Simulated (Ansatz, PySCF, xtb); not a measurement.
Noncovalent pair: CH3Cl (SMILES CCl) (first 5 atoms) with CH2O (SMILES C=O); geometry from B3LYP-D3(BJ)/def2-TZVP, rigid monomers moved along the line of their centres of mass till H5···O7 is 2.17 Å.
(charge 0, multiplicity 1):
```
atom    x (Å)    y (Å)    z (Å)
----  -------  -------  -------
C     -0.6485  -0.9359  -0.1772
Cl     0.2849   0.6019  -0.1570
H     -1.6108  -0.7362  -0.6379
H     -0.0857  -1.6604  -0.7573
H     -0.7688  -1.2674   0.8498
C      0.3735   0.3433   2.7618
O     -0.2387  -0.6848   2.8766
H     -0.1269   1.3286   2.7762
H      1.4722   0.3612   2.6430
```

Interaction energies are E(AB) − E(A) − E(B) at the monomers' geometry in the complex; basis-set methods are counterpoise corrected. Rows marked so take none.

Rows in 6-31G* carry no dispersion term and start afresh at each structure (6-31G* with six Cartesian d functions).

Codes used: Ansatz (Gaussian orbitals); PySCF for 6-31G* rows; xtb for the GFN methods. Values without a source in brackets are computed.

Q: Give the interaction energy at the level B3LYP/6-31G* (no counterpoise).

A: -1.4 kcal/mol

Q: What is the computed interaction energy (r2SCAN/def2-TZVPPD)?

A: -3.0 kcal/mol

Q: Give the interaction energy at the level GFN-FF.

A: -2.3 kcal/mol

Ansatz is an electronic-structure program.
